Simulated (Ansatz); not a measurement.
# Worked example: CH4 + B(SH)3 → H2S + B(CH3)(SH)2

Species: CH4 (methane) `C`, singlet; B(SH)3, singlet; H2S `S`, singlet; B(CH3)(SH)2, singlet. The partners trade CH3 for SH: H–CH3 and B–SH bonds give way to H–SH and B–CH3.

Shapes, held fixed at every level: PBE0-D4/def2-TZVP. Flexible molecules stand in one conformer, not always the lowest. Programs: Ansatz 0.2.0. Electronic energies: no zero-point or thermal term.

At CCSD(T)/CBS estimate; 1 Eh = 2625.50 kJ/mol:

```
    species   energy (Eh)
        CH4    -40.462061
     B(SH)3  -1220.010074
        H2S   -398.972787
B(CH3)(SH)2   -861.478015
```

**Question.** Work out ΔE of the reaction at this level.

**Answer.** 
1. Products less reactants: (-398.972787) + (-861.478015) − [(-40.462061) + (-1220.010074)] = 0.021333 Eh = +56.0 kJ/mol.

Other levels give +48.3 (HF/def2-TZVPP) to +61.1 kJ/mol (MP2/def2-TZVPP). No measured value is set beside it here. The CBS estimate extrapolates MP2 from def2-TZVPP and def2-QZVPP and adds CCSD(T) − MP2 in the triple-zeta set, cores frozen.
